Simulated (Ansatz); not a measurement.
Gas-phase electronic energies from Ansatz, PBE0-D4/def2-TZVP geometries. CBS: MP2 limit from def2 TZ/QZ plus the TZ coupled-cluster correction, frozen cores. This one scheme is used for every species. Functionals use def2-TZVPP. B3LYP here is the variant with VWN-RPA as its local correlation; programs differ in this. Each species was taken in one conformer, which may not be the lowest.

Reaction (hydrogenolysis of a B–C bond): `C#CB(O)F` + H₂ → `OBF` + acetylene

| level | ΔE (kJ/mol) | difference from CCSD(T)/CBS |
| --- | --- | --- |
| ωB97M-V | 19.6 | 0.0 |
| PBE | 24.2 | 4.6 |
| B3LYP | 16.0 | -3.6 |
| r2SCAN0 | 23.2 | 3.6 |
| LC-ωPBE | 14.5 | -5.1 |
| RPA@PBE/def2-TZVPP | 17.4 | -2.2 |
| MP2/def2-TZVPP | 23.8 | 4.2 |
| HF/def2-QZVPP | 3.0 | -16.6 |
| SCS-MP2/def2-QZVPP | 19.3 | -0.3 |
| HF/CBS(def2) | 3.0 | -16.6 |
| CCSD(T)/CBS | 19.6 | 0 |

Largest T1 diagnostic among the species: 0.014.

From r2SCAN to r2SCAN0 (25 % exact exchange), in def2-TZVPP and without D4, ΔE moves by −5.2 kJ/mol. In def2-TZVPP, CCSD(T) changes the Hartree–Fock value by +16.1 kJ/mol (the triples alone add +4.3 kJ/mol) and MP2 by +20.8 kJ/mol. The D4 term adds +6.1 kJ/mol with B3LYP and +3.3 kJ/mol with PBE0; it sums over pairs of atoms, weighted by their polarisabilities, and B3LYP, whose exchange is more repulsive, gets the larger term.
